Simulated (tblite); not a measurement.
C₅H₅O₂S (doublet state).
SMILES with atom numbers: `[O:1][C@H:2]([OH:3])[c:4]1[cH:5][cH:6][s:7][cH:8]1` (hydrogens: H9 on C2; H10 on O3; H11 on C5; H12 on C6; H13 on C8)

Computed geometry: GFN2-xTB, gas phase. This method treats the open shell by occupation alone, without spin polarisation.

**Question.** Give the optimised bond lengths and angles.

**Answer.** 
| bond | length (Å) |
| --- | --- |
| O1–C2 | 1.275 |
| C2–O3 | 1.404 |
| C2–C4 | 1.546 |
| C4–C5 | 1.417 |
| C5–C6 | 1.354 |
| C6–S7 | 1.726 |
| S7–C8 | 1.713 |
| C4–C8 | 1.359 |
| C2–H9 | 1.140 |
| O3–H10 | 0.966 |
| C5–H11 | 1.074 |
| C6–H12 | 1.071 |
| C8–H13 | 1.071 |

A selection of angles:
| angle | degrees |
| --- | --- |
| O1–C2–O3 | 117.2 |
| O1–C2–C4 | 116.6 |
| O3–C2–C4 | 109.2 |
| C2–C4–C5 | 123.3 |
| C2–C4–C8 | 123.1 |
| C5–C4–C8 | 113.6 |
| C4–C5–C6 | 111.6 |
| C5–C6–S7 | 112.2 |
| C6–S7–C8 | 91.4 |
| C4–C8–S7 | 111.2 |
| H10–O3–C2 | 107.6 |

Torsions: O1–C2–C4–C5 168° (antiperiplanar); H10–O3–C2–O1 -3° (synperiplanar).

The C–C distances run from 1.354 Å (C5–C6, aromatic) to 1.546 Å (C2–C4, drawn single), a spread of 0.192 Å. The 2 C–O bonds span 1.275 Å (O1–C2, drawn single) to 1.404 Å (C2–O3, drawn single), a spread of 0.129 Å. C8 (carbon bonded to C, S and H) is planar (angles 127.6°, 121.1° and 111.2°, sum 360.0°, 0.01 Å off the plane of its three neighbours). The 5-membered ring C4–C5–C6–S7–C8 has internal angles of 91.4° to 113.6°; it is planar, 0.01 Å rms from its mean plane, widest ring torsion 2°. O3 (oxygen bonded to C and H) is bent (angle 107.6°). C6 (carbon bonded to C, S and H) is planar (angles 128.5°, 119.4° and 112.2°, sum 360.0°, 0.00 Å off the plane of its three neighbours). Of the pairs four or more bonds apart, O3···H11 is among the closest relative to their van der Waals radii: 2.68 Å, 99 % of the sum of Bondi's values.

Point group: C1 (no symmetry element, even within 0.4 Å). Its GFN2-xTB frequencies are all real (lowest 44 cm⁻¹). Torsions: O1–C2–O3–H -3°, O1–C2–C4–C5 168°.

On one thread, Arm Neoverse V2 (aarch64), shared host, this took 0.41 s wall. That covers the optimisation of the geometry.

One conformer stands for the species.
